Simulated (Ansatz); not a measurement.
`[SiH3][C]1=[CH][GeH2]1`. Charge 0, multiplicity 1. The structure was optimised at the PBE0-D4/def2-TZVP level.

```xyz
10

Si   -0.181    1.446    1.032
C     0.154   -0.067    0.033
C     1.073   -0.996   -0.182
Ge   -0.425   -1.352   -1.296
H     0.961    1.778    1.927
H    -0.431    2.586    0.112
H    -1.399    1.222    1.853
H     2.065   -1.218    0.196
H    -0.387   -0.966   -2.774
H    -1.430   -2.433   -0.901
```

Q: What is the dipole moment at B3LYP/def2-TZVPP? (Best estimate.)

A: The calculation gave: 0.50 D, with components (0.18, -0.41, -0.22) D in this frame, pointing from negative to positive charge.

Q: And with PBE, r2SCAN, ωB97M-V? (Best estimate.)

A: Computed: PBE 0.45 D, r2SCAN 0.46 D, ωB97M-V 0.55 D.

Q: Give the Mulliken charges with B3LYP, PBE, ωB97M-V in def2-TZVPP. (Estimate.)

A: Computed: 
```json
{"atom": "Si1", "B3LYP": "0.32", "PBE": "0.24", "ωB97M-V": "0.23"}
{"atom": "C2", "B3LYP": "-0.15", "PBE": "-0.09", "ωB97M-V": "-0.20"}
{"atom": "C3", "B3LYP": "-0.17", "PBE": "-0.15", "ωB97M-V": "-0.20"}
{"atom": "Ge4", "B3LYP": "0.06", "PBE": "0.04", "ωB97M-V": "0.06"}
{"atom": "H5", "B3LYP": "-0.07", "PBE": "-0.06", "ωB97M-V": "-0.04"}
{"atom": "H6", "B3LYP": "-0.06", "PBE": "-0.05", "ωB97M-V": "-0.03"}
{"atom": "H7", "B3LYP": "-0.06", "PBE": "-0.05", "ωB97M-V": "-0.03"}
{"atom": "H8", "B3LYP": "0.14", "PBE": "0.12", "ωB97M-V": "0.14"}
{"atom": "H9", "B3LYP": "0.01", "PBE": "0.00", "ωB97M-V": "0.03"}
{"atom": "H10", "B3LYP": "0.01", "PBE": "0.00", "ωB97M-V": "0.03"}
```

B3LYP here is the variant with VWN-RPA as its local correlation; programs differ in this.
